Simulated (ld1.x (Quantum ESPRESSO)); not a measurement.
**What one change does to a pseudopotential (cobalt (Co), TM semilocal)**

```
Element                 : Co
Generator               : ld1.x (Quantum ESPRESSO) 7.5
Type                    : norm-conserving Troullier–Martins (semilocal form)
Functional              : LDA (PZ)
Relativity              : scalar-relativistic
Frozen core             : [Ar]
Valence charge          : 9
Reference configuration : 3d7 4s1 4p1
Partial waves           : 4s (bound): rc 1.85 bohr; 3d (bound): rc 1.40 bohr; 4f channel at 0.15 Ry: rc 3.55 bohr; 4p (bound): rc 3.30 bohr
Local potential         : the p channel
Core correction         : a·sin(br)/r model core inside 1.40 bohr
```

All-electron outer shells of the reference configuration (LDA (PZ), scalar-relativistic, ld1.x):

```json
{"shell": "3s", "level (eV)": "-103.71", "outermost node (bohr)": "0.31", "outermost maximum (bohr)": "0.67"}
{"shell": "3p", "level (eV)": "-67.36", "outermost node (bohr)": "0.28", "outermost maximum (bohr)": "0.68"}
{"shell": "3d", "level (eV)": "-10.25", "outermost node (bohr)": "–", "outermost maximum (bohr)": "0.66"}
{"shell": "4s", "level (eV)": "-6.84", "outermost node (bohr)": "0.96", "outermost maximum (bohr)": "2.26"}
{"shell": "4p", "level (eV)": "-2.26", "outermost node (bohr)": "1.05", "outermost maximum (bohr)": "3.05"}
```

Change: wave 4s (bound): rc 1.85 bohr becomes 4s (bound): rc 2.50 bohr.

Cutoffs: the cutoffs (Ry, on a coarse ladder) from which the occupation-weighted sum of valence levels, in a spherical-Bessel basis at the reference potential, stays within 10 and 1 mRy of its value at 400 Ry; they do not see the model core or the augmentation charge, which bear on the density cutoff. Errors are all-electron minus pseudo energies relative to the spin-unpolarised reference configuration.

Problem. What does the change do?

Solution. The potential gets neither clearly harder nor softer (140 Ry and 200 Ry → 140 Ry and 200 Ry); the number of tests that count goes from 8 to 9; of the 8 tests that both files solve, the error grows in 0 and shrinks in 2 by more than 15 % and 0.3 meV (median size 17.0 → 17.6 meV); neither file shows a bound ghost at the reference potential, the only one tested. A semilocal file is local in each channel, so a ghost entry of none says nothing of the separable form that plane-wave codes build from it.

| quantity | base | changed |
| --- | --- | --- |
| cutoff, loose | 140 Ry | 140 Ry |
| cutoff, tight | 200 Ry | 200 Ry |
| bound ghosts | none | none |
| tests counted (converged, no solver errors) | 8 of 9 | 9 of 9 |
| error for 3d7 4s2 4p0, meV [ΔE -4.43 eV] | +1.1 | +0.7 |
| error for 3d7 4s1 4p0, meV [ΔE 4.87 eV] | -3.3 | -3.1 |
| error for 3d7 4s0 4p0, meV [ΔE 21.95 eV] | -31 | -32 |
| error for 3d7 4s0 4p1, meV [ΔE 10.32 eV] | +0.4 | -0.5 |
| error for 3d7 4s0 4p2, meV [ΔE 4.72 eV] | +1.4 | +0.5 |
| error for 3d6 4s0 4p0, meV [ΔE 58.14 eV] | -183 | -203 |
| error for 3d7 4s1 4p1 (spin-polarised), meV [ΔE -2.99 eV] | +1130 | +1134 |
| error for 3d7 4s2 4p0 (spin-polarised), meV [ΔE -6.41 eV] | +1178 | +1177 |
| s: phases at 3.85 bohr within 0.05 rad from the reference energy up to (Ry; the scan ends near 5) | 0.9 | 0.8 |
| p: phases at 3.85 bohr within 0.05 rad from the reference energy up to (Ry; the scan ends near 5) | 1.2 | 1.2 |
| d: phases at 3.85 bohr within 0.05 rad from the reference energy up to (Ry; the scan ends near 5) | 2.5 | 2.5 |
| f: phases at 3.85 bohr within 0.05 rad from the reference energy up to (Ry; the scan ends near 5) | 3.1 | 3.1 |

Base: Tests not counted: 3d8 4s1 4p0 (pseudo-atom not self-consistent, printed error -471 eV).
